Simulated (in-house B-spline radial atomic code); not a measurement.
## Ionising S²⁺ with different functionals

Computed with an all-electron radial atomic-structure program (B-spline basis): four-component Dirac-Coulomb Hamiltonian, Fermi nucleus of rms radius 3.2611 fm, spin-restricted, spherical fractional occupations for the functionals. The ionisation energy is the difference of two self-consistent energies, [Ne] 3s2 3p2 → [Ne] 3s2 3p1, without Breit or QED terms; ε is the level of the shell that loses the electron (mean over j). The electron is taken from both j subshells in proportion to 2j + 1, so the result is a j average, not the step between ground levels.

Hybrids are left out here: with spherical fractional occupations of an open shell their exact exchange keeps a self-interaction that integer-occupation calculations don't have.

| method | rung | ΔSCF (eV) | -ε(3p) (eV) |
| --- | --- | --- | --- |
| LDA VWN5 | LDA | 34.16 | 28.07 |
| relativistic LDA | LDA | 34.16 | 28.07 |
| LDA PW92 | LDA | 34.16 | 28.07 |
| LDA exchange-only | LDA | 32.75 | 26.69 |
| PBE | GGA | 34.04 | 27.98 |
| PBEsol | GGA | 34.00 | 27.93 |
| BLYP | GGA | 33.93 | 27.84 |
| RPBE | GGA | 34.01 | 27.96 |
| PW91 | GGA | 34.12 | 28.05 |
| BP86 | GGA | 34.15 | 28.07 |
| AM05 | GGA | 33.99 | 27.92 |
| OLYP | GGA | 33.99 | 27.93 |

**Question.** How do they compare with the NIST value?

**Answer.** NIST lists 34.86 eV ± 0.04 (semi-empirical, ground level to ground level). Errors run from -2.11 to -0.70 eV. The correlated functionals all miss on the same side by more than they spread, so the cause is common to them (Breit-QED terms, spin polarisation, the choice among j levels, multiplet and fine-structure energies, or a listed next ion that isn't the cheapest removal here) and closeness doesn't rank the functionals.
